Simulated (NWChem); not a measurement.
Species: CBrClF₂; SMILES ClC(F)(F)Br

```xyz
5

F     -1.1599     0.7497    -1.0823
C     -0.4103     0.5465     0.0000
F     -1.1599     0.7497     1.0823
Cl     0.9492     1.7007     0.0000
Br     0.2100    -1.3182     0.0000
```
Atoms are numbered in this order, from 1.

Level: B3LYP/6-31G* (spherical d) (NWChem), optimised geometry, unscaled harmonic frequencies. This build's default masses of Se (78.918 u) and Br (79.917 u) are each other's, which moves their modes by up to 0.6 %.

```json
[
 {"frequency (cm⁻¹)": "211", "IR intensity (km/mol)": "0.0"},
 {"frequency (cm⁻¹)": "290", "IR intensity (km/mol)": "0.0"},
 {"frequency (cm⁻¹)": "322", "IR intensity (km/mol)": "1.3"},
 {"frequency (cm⁻¹)": "402", "IR intensity (km/mol)": "0.6"},
 {"frequency (cm⁻¹)": "429", "IR intensity (km/mol)": "0.8"},
 {"frequency (cm⁻¹)": "638", "IR intensity (km/mol)": "16.9"},
 {"frequency (cm⁻¹)": "836", "IR intensity (km/mol)": "443.5"},
 {"frequency (cm⁻¹)": "1129", "IR intensity (km/mol)": "308.9"},
 {"frequency (cm⁻¹)": "1220", "IR intensity (km/mol)": "208.2"}
]
```

| Item | Result |
|---|---|
| zero-point energy | 7.8 kcal/mol |
| thermal correction to the enthalpy at 298.15 K (with zero-point energy) | 11.6 kcal/mol |
| heat capacity Cv | 16.0 cal/(mol K) |
| entropy at 298.15 K and 1 atm (symmetry number 1) | 76.4 cal/(mol K) |
| dipole moment | 0.12 D |

Rigid rotor and harmonic oscillator.
